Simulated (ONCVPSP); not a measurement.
Transferability test, ONCV potential for gadolinium (Gd)

* Element: gadolinium
* Generator: ONCVPSP 4.0.1
* Type: optimised norm-conserving Vanderbilt (ONCV)
* Functional: PBE
* Relativity: scalar-relativistic
* Frozen core: [Kr] 4d10 4f7
* Valence charge: 11
* Reference configuration: 5s2 5p6 5d1 6s1 6p1
* Partial waves: 5s+6s: rc 2.72 bohr, ncon 4, nbas 7, qcut 4.8 1/bohr, 3 projectors, debl 3.3 Ha; 5p+6p: rc 2.72 bohr, ncon 4, nbas 8, qcut 7.1 1/bohr, 2 projectors; 5d: rc 3.06 bohr, ncon 5, nbas 10, qcut 5.8 1/bohr, 2 projectors, debl 1 Ha
* Local potential: polynomial inside 2.48 bohr (lpopt 5, dvloc0 0 Ha)
* Core correction: Teter function, fcfact 4, rcfact 1.1

Energies are relative to the spin-unpolarised reference configuration 5s2 5p6 5d1 6s1 6p1; without spin polarisation the order of configurations can differ from experiment.

```tsv
valence configuration	charge	ΔE all-electron (eV)	error AE − PS (meV)
5s2 5p6 5d1 6s1 6p0	+1	3.777	+0.7
5s2 5p6 5d1 6s0 6p0	+2	15.876	+9.6
5s2 5p6 5d1 6s0 6p2	0	3.009	+0.2
```

Problem. What are ΔE and the potential's error for 5s2 5p6 5d1 6s2 6p0?

Solution. ΔE = -2.869 eV all-electron; the error (AE − PS) is +1.3 meV.
